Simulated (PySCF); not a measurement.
H3BO2 (SMILES OBO), singlet, at a GFN2-xTB geometry. Base run: B3LYP/6-31+G*, TDA (PySCF).

The PySCF input:
```python
from pyscf import gto, scf, dft, tdscf

mol = gto.M(
    atom='''
B    -0.33169512   -0.26876305   -0.22808242
H    -1.12792963   -0.94802686   -0.76364509
O    -0.26213846    1.01332706   -0.60980555
H     0.40272690    1.52262177   -0.14231393
O     0.50626068   -0.71322713    0.74182176
H     0.43070059   -1.63157908    0.99024152
''',
    basis='6-31+g*',
    verbose=4,
)

mf = dft.RKS(mol)
mf.xc = 'b3lyp'
mf.kernel()
td = mf.TDA()
td.nstates = 5
td.kernel()
td.analyze()
```

The base run was repeated with changes; each row names its change, and settings that it needs were set with it.

```
change                           first excitation (eV)  oscillator strength of the first  second (eV)  core-seconds (rough)
-------------------------------  ---------------------  --------------------------------  -----------  --------------------
base                                              7.85                             0.002         8.26                    20
basis = def2-SVPD                                  [?]                               [?]          [?]                    40
functional = m062x                                8.40                             0.001         8.68                    60
functional = camb3lyp                              [?]                             0.002          [?]                    30
functional = blyp                                  [?]                             0.002          [?]                    20
conv_tol = 1e-3                                   7.85                             0.002         8.26                    10
functional = lc_wpbe                              8.72                             0.001         9.08                    40
response = full linear response                   7.85                             0.002         8.25                    50
nstates = 10                                      7.85                             0.002         8.26                    30
guess vectors = 13 for 5 states                   7.85                             0.002         8.26                    20
```

Problem. What belongs in the gaps?

Solution. 
- basis = def2-SVPD, first excitation (eV): 8.06
- basis = def2-SVPD, oscillator strength of the first: 0.000
- basis = def2-SVPD, second (eV): 8.40
- functional = camb3lyp, first excitation (eV): 8.20
- functional = camb3lyp, second (eV): 8.59
- functional = blyp, first excitation (eV): 7.08
- functional = blyp, second (eV): 7.54

An iterative solver can miss low states, so a row lists the states that it found.
